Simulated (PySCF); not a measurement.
CH2O, SMILES [H]/[C-]=[O+]/[H]. Heavy atoms are numbered as in [H]/[C-:1]=[O+:2]/[H]. Hydrogens are named by the atom that carries them.

The structure is a stationary point at ωB97X-D3(BJ)/def2-TZVPD.

Calculation: PBE/pcSseg-2 (PySCF).

GIAO shieldings, no solvent; atoms alike by connectivity are averaged. δ = σ(ref) − σ: ¹³C against TMS (σ = 181.4 ppm); ¹⁷O against H2O (σ = 327.5 ppm); ¹H against TMS (σ = 31.47 ppm), references at their B3LYP-D3(BJ)/def2-TZVP geometries, non-relativistic.

Computed chemical shifts:
| nucleus | atoms | count | δ (ppm) |
|---|---|---|---|
| ¹³C | C1 (CH) | 1 | 554.7 |
| ¹⁷O | O2 (OH) | 1 | 595.5 |
| ¹H | H on C1 | 1 | 17.19 |
| ¹H | H on O2 | 1 | 15.75 |
